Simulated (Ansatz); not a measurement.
**Ag⁺ ··· SiH3Cl**

The pair of Ag⁺ (SMILES [Ag+], atom 1) and SiH3Cl (SMILES [SiH3]Cl, atoms 2–6), both closed shells, in one local arrangement (a lower one may exist), relaxed at PBE0-D4/def2-TZVP:

```tsv
atom	x (Å)	y (Å)	z (Å)
Ag1	-0.2755	-0.5430	-2.9957
Si2	0.2056	0.1167	0.7616
Cl3	-1.2502	0.0317	-0.8234
H4	1.2010	1.0992	0.2960
H5	0.7297	-1.2576	0.8556
H6	-0.6106	0.5528	1.9059
```

Program: Ansatz 0.2.0. Basis: def2-TZVPPD, with def2-QZVPPD for the basis limit. Cores are frozen in the correlated methods. Filled d shells of the heavier atoms are correlated. Core potentials replace the inner electrons of the atoms past krypton. B3LYP uses VWN-RPA correlation. Extrapolation: Hartree–Fock as exp(−7.88 √X), correlation as X^−2.97. Interaction energies count from these two fragments, frozen as in the pair, with the counterpoise correction; negative means bound.

What is the interaction energy by CCSD(T) at an estimated basis limit (MP2 extrapolated from triple and quadruple zeta, plus CCSD(T) − MP2 in triple zeta)? (An estimate is asked for; the value comes from the calculation.)

By the calculation: -125.3 kJ/mol. Hartree–Fock alone gives -72.4 kJ/mol at the basis limit. It counts from the two fragments frozen as in the pair.

The same quantity by other methods in triple zeta, and each one's difference from that estimate:
| method | E_int (kJ/mol) | difference |
| --- | --- | --- |
| PBE-D4 | -145.1 | -19.9 |
| revPBE-D4 | -130.6 | -5.4 |
| BLYP-D4 | -142.6 | -17.3 |
| r2SCAN-D4 | -141.5 | -16.2 |
| B97M-V | -129.8 | -4.5 |
| PBE0-D4 | -129.2 | -3.9 |
| B3LYP-D4 | -131.9 | -6.7 |
| HSE06-D4 | -129.1 | -3.9 |
| wB97X-V | -120.2 | 5.0 |
| wB97M-V | -119.7 | 5.6 |
| B2PLYP | -118.9 | 6.4 |
| HF | -69.7 | 55.5 |
| MP2 | -114.8 | 10.4 |
| CCSD | -102.0 | 23.3 |
| CCSD(T) | -107.0 | 18.3 |
Differences are method less estimate.

Which atoms make the shortest contact between the fragments?

Ag1 and Cl3, 2.45 Å apart.

Energy to bend the free fragments (PBE0-D4 minima) into their shapes in the pair, CCSD(T)/def2-TZVPPD: SiH3Cl 10.7 kJ/mol. This must be added to the interaction energy to get the binding energy from relaxed fragments.

Basis-set superposition shift (counterpoise-corrected less uncorrected): CCSD(T) 7.0; MP2 6.6; HF 0.3; PBE0-D4 0.3; wB97M-V 0.4 kJ/mol.

T1 diagnostic: at most 0.012.

For scale, one of the runs: CCSD(T)/def2-TZVPPD, 206 basis functions, launched by `ansatz run in.yaml --threads 4 --pin off --events-out ev --progress --plain --max-ram 9574MiB`. The run took 46 s on 4 CPU threads of an Intel Xeon Platinum 8259CL (shared host), with 2.9 GiB of host memory at its peak.
